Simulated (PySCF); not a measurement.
Ionisation energy of Dy²⁸⁺ by level of theory

Dy²⁸⁺ [Kr] 4d2 (3F) → Dy²⁹⁺ [Kr] 4d1 (2D), as a difference of total energies. Calculation: PySCF 2.14, in an even-tempered Gaussian basis (18 s from 2.2 bohr⁻², ratio 2.5; 12 p from 2.8 bohr⁻², ratio 2.5; 9 d from 2.8 bohr⁻², ratio 2.5; 4 f from 12 bohr⁻², ratio 2.7; 3 g from 17 bohr⁻², ratio 2.7); no relativity, point nucleus. Correlated levels: outer shells: [Ar] 3d10 frozen; virtual orbitals above 40 to 60 times the deepest correlated orbital energy dropped. The calculations carry no spin-orbit coupling.

```csv
method,ionisation energy (eV)
UHF,1012.1
LDA,1013.3
PBE,1013.4
PBE0,1013.5
r2SCANh,1013.5
B2PLYP,1012.9
MP2 (outer shells),1011.9
```

Problem. Estimate what r2SCAN gives.

Solution. 1013.5 eV, closest to PBE0 among the rows shown.

Problem. Estimate what SCS-MP2 (outer shells) gives.

Solution. 1011.9 eV, closest to MP2 (outer shells) among the rows shown.

Spin-orbit coupling is strong in these open shells (close to jj coupling). The scalar numbers leave it out and a first-order estimate fails, so it can dominate the gap to the real levels.

All relativistic terms are absent from these numbers, so their closeness to the reference says little about the methods.

For comparison: 1014 ± 4 eV (theoretical estimate listed by NIST; NIST Atomic Spectra Database, ionization energies).
